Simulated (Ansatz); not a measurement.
Geometry optimisation, RKS B3LYP-D4/6-31G* (Ansatz).

Input:

```yaml
crystal:
  periodic: [false, false, false]
  atoms:
    - { symbol: Si, position_ang: [-0.074466, 0.160052, -0.074374] }
    - { symbol: F, position_ang: [-0.113618, 0.264067, 1.51955] }
    - { symbol: Cl, position_ang: [1.825752, 0.337804, -0.84304] }
    - { symbol: H, position_ang: [-0.802639, 1.336152, -0.569281] }
    - { symbol: Cl, position_ang: [-1.117882, -1.463517, -0.788135] }
    - { symbol: "N", position_ang: [1.355726, -2.14032, 1.306612] }
    - { symbol: H, position_ang: [0.785304, -2.661106, 0.663231] }
    - { symbol: H, position_ang: [2.149399, -1.683481, 0.891549] }
    - { symbol: H, position_ang: [0.838022, -1.572053, 1.987886] }
basis:
  gaussian: { orbitals: "6-31G*" }
hamiltonian:
  xc: b3lyp
  dispersion: d4
relax:
  f_tol: 0.03
  max_steps: 50
output:
  orbitals: {}
```

Command:

```bash
$ ansatz run input.yaml --threads 2 --pin off --max-ram 3072MiB --backend cpu --events-out ev --progress --plain --runs-dir out
```

Where does it end, and by what steps?

It converged. After 6 steps the energy has fallen by 0.235 eV; N6 moved furthest, 0.40 Å.

| step | energy less start (eV) | largest force component (eV/Å) | accepted |
| --- | --- | --- | --- |
| 0 | 0.0000 | 1.022 | yes |
| 1 | -0.1504 | 0.781 | yes |
| 2 | -0.2022 | 0.588 | yes |
| 3 | -0.2259 | 0.265 | yes |
| 4 | -0.2327 | 0.171 | yes |
| 5 | -0.2342 | 0.081 | yes |
| 6 | -0.2346 | 0.013 | yes |

```xyz
9
Properties=species:S:1:pos:R:3
Si -0.220 0.385 -0.220
F -0.188 0.334 1.378
Cl 1.700 0.478 -0.923
H -0.962 1.579 -0.649
Cl -1.157 -1.296 -0.919
N 1.530 -2.421 1.536
H 0.893 -2.839 0.860
H 2.247 -1.936 1.000
H 1.002 -1.706 2.031
```

The run took 40 s on 2 threads of Arm Neoverse N1, on a shared host, peak memory 0.21 GiB.
